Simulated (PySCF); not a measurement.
CH₈GeSi, SMILES C[SiH2][GeH3]. Heavy atoms are numbered as in [SiH2:1]([CH3:2])[GeH3:3]. Hydrogens are named by the atom that carries them.

The structure is a stationary point at B3LYP-D3(BJ)/def2-SVP. This is a generated structure with no PubChem entry under its InChIKey; it may be hypothetical.

Computed with PBE/pcSseg-1 run with PySCF.

GIAO shieldings, no solvent; atoms alike by connectivity are averaged. δ = σ(ref) − σ: ²⁹Si against TMS (σ = 335.4 ppm); ¹³C against TMS (σ = 182.0 ppm); ⁷³Ge against GeH4 (σ = 1614.4 ppm); ¹H against TMS (σ = 31.49 ppm), references at their B3LYP-D3(BJ)/def2-TZVP geometries, non-relativistic.

```
nucleus       atoms  count  δ (ppm)
-------  ----------  -----  -------
²⁹Si     Si1 (SiH2)      1    -64.3
¹³C        C2 (CH3)      1     -5.8
⁷³Ge     Ge3 (GeH3)      1     -7.9
¹H         H on Si1      2     4.47
¹H         H on Ge3      3     3.86
¹H          H on C2      3     0.68
```
